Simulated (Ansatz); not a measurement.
Calculated with Ansatz (gas phase, PBE0-D4/def2-TZVP geometries, no zero-point term in ΔE). CCSD(T)/CBS adds triple-zeta CCSD(T) − MP2 to the extrapolated MP2 energy (def2 sets, frozen cores). This one scheme is used for every species. Functionals use def2-TZVPP. B3LYP here is the variant with VWN-RPA as its local correlation; programs differ in this. One conformer a species, not always the lowest.

Consider the redistribution: `OC[SiH2][SiH3]` + `N[SiH2]S[SiH2]F` → `N[SiH2][SiH2]CO` + `F[SiH2]S[SiH3]`.

(1) Is it downhill or uphill in electronic energy at CCSD(T)/CBS, and by how much? (Best estimate.)

(2) What do these levels give: PBE0-D4, B3LYP-D4, ωB97X-V, B2PLYP, PBE, PBE0, HF/def2-TZVPP, MP2/def2-TZVPP, CCSD/def2-TZVPP, MP2/def2-QZVPP, SCS-MP2/def2-QZVPP, MP2/CBS(def2)? (Estimate.)

Largest T1 diagnostic among the species: 0.012.

Results:

(1) The calculation gave: Uphill: ΔE = +0.26 eV.

(2) The calculation gave: PBE0-D4 0.27, B3LYP-D4 0.26, ωB97X-V 0.25, B2PLYP 0.26, PBE 0.27, PBE0 0.27, HF/def2-TZVPP 0.22, MP2/def2-TZVPP 0.27, CCSD/def2-TZVPP 0.25, MP2/def2-QZVPP 0.27, SCS-MP2/def2-QZVPP 0.25, MP2/CBS(def2) 0.27 eV.

In def2-TZVPP, CCSD(T) changes the Hartree–Fock value by +0.04 eV (the triples alone add +0.01 eV) and MP2 by +0.04 eV.
